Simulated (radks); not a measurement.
Results of a calculation; reference values are marked as such.
Species: Lu. Configuration: [Xe] 4f13 5d2 6s1 6p1 (not the ground configuration). Code: a radial shooting solver on a logarithmic mesh with Libxc functionals. Model: Dirac Kohn-Sham, BLYP, spin-unpolarised, spherical densities, point nucleus; open shells fill j = l - 1/2 first.

Radial electron density D(r) = 4 pi r^2 rho(r):

| r (bohr) | D(r) (e/bohr) |
|---|---|
| 0.003524 | 39.41 |
| 0.004853 | 56.41 |
| 0.006683 | 75.32 |
| 0.009203 | 91.70 |
| 0.01267 | 99.47 |
| 0.01759 | 95.57 |
| 0.02423 | 88.30 |
| 0.03337 | 94.74 |
| 0.04595 | 117.8 |
| 0.06328 | 127.8 |
| 0.08714 | 107.5 |
| 0.121 | 101.5 |
| 0.1666 | 116.7 |
| 0.2294 | 85.74 |
| 0.3159 | 56.62 |
| 0.4351 | 67.64 |
| 0.5992 | 49.66 |
| 0.8251 | 23.80 |
| 1.145 | 13.85 |
| 1.577 | 6.899 |
| 2.172 | 2.483 |
| 2.992 | 1.161 |
| 4.12 | 0.6326 |
| 5.673 | 0.2395 |
| 7.876 | 0.05182 |
| 10.85 | 0.006077 |
| 14.94 | 0.0002929 |

D(r) has 4 maxima, at r = 0.0133, 0.0594, 0.165, 0.446 bohr, and minima at 0.0258, 0.107, 0.316 bohr, inside which lie 2.02, 11.10, 29.80 electrons.
